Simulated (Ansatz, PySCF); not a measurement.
Gas-phase reaction (SMILES): N[Si](F)(F)F → [NH][Si](F)(F)F + H atom; the H-N bond at the site shown breaks (other sites are not compared here).

Geometries: B3LYP-D3(BJ)/def2-TZVP minima from Ansatz (a program for electronic structure), one conformer each, not searched for the lowest. Valence correlation only, unless marked. UHF or UKS for open shells. No spin-orbit coupling. Non-relativistic. Basis-set limits of correlation are two-point, X^-3; Hartree-Fock from the larger set. Thermal terms are rigid-rotor harmonic-oscillator values from B3LYP-D3(BJ) frequencies (Ansatz or PySCF) at 298.15 K and 1 atm. 1 Eh = 627.5095 kcal/mol. Atoms have translation alone.

```json
[
 {"species": "N[Si](F)(F)F", "E, CCSD(T)/CBS(cc-pV(T+d)Z,cc-pV(Q+d)Z) (Ansatz) (Eh)": "-644.60700", "E, wB97M-V/def2-TZVPD (Ansatz) (Eh)": "-645.30216", "H - E (Eh)": "0.04235"},
 {"species": "[NH][Si](F)(F)F", "E, CCSD(T)/CBS(cc-pV(T+d)Z,cc-pV(Q+d)Z) (Ansatz) (Eh)": "-643.91001", "E, wB97M-V/def2-TZVPD (Ansatz) (Eh)": "-644.61327", "H - E (Eh)": "0.02869"},
 {"species": "H atom", "E, CCSD(T)/CBS(cc-pV(T+d)Z,cc-pV(Q+d)Z) (Ansatz) (Eh)": "-0.49995", "E, wB97M-V/def2-TZVPD (Ansatz) (Eh)": "-0.49411", "H - E (Eh)": "0.00236"}
]
```

**Question.** Work out ΔE and ΔH at 298.15 K at the first level, then ΔH at the second.

**Answer.** 
1. ΔE = [(-643.91001) + (-0.49995)] - [(-644.60700)] = 0.19704 Eh = 123.6 kcal/mol at CCSD(T)/CBS(cc-pV(T+d)Z,cc-pV(Q+d)Z).
2. The terms H - E add up to -0.01130 Eh, so ΔH = (0.19704 + (-0.01130))×627.5095 = 116.6 kcal/mol.
3. At wB97M-V/def2-TZVPD the same steps give ΔE = 122.2 and ΔH = 115.1 kcal/mol, a shift of -1.5 from the first level.
4. These values are not checked against measurement here, since the tables used lack a sound gas-phase enthalpy of formation for at least one species.
